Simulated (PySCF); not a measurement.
Gas-phase reaction: SeO₂ + 4 F₂ ⇌ SeF₄ + 2 F₂O

Computed with PySCF and rigid-rotor harmonic-oscillator thermochemistry at 1 bar. † marks an energy on the PBE0/def2-TZVP geometry and frequencies. MP2 freezes the core. All species are closed-shell singlets. Se: all electrons, no relativistic terms. MP2 isn't extrapolated to the basis-set limit.

ωB97M-V/def2-TZVP† gives ΔH°(298 K) = -679 kJ.

Question: What do MP2/def2-SVP†, HF/def2-TZVP†, PBE/def2-TZVP† give?

Answer: MP2/def2-SVP†: -542 kJ; HF/def2-TZVP†: -679 kJ; PBE/def2-TZVP†: -656 kJ. For scale, ΔH°(298 K) is -679 kJ at this level, -683 kJ at ωB97X-V/def2-TZVP†, and runs from -770 to -533 kJ over the 20 levels computed.
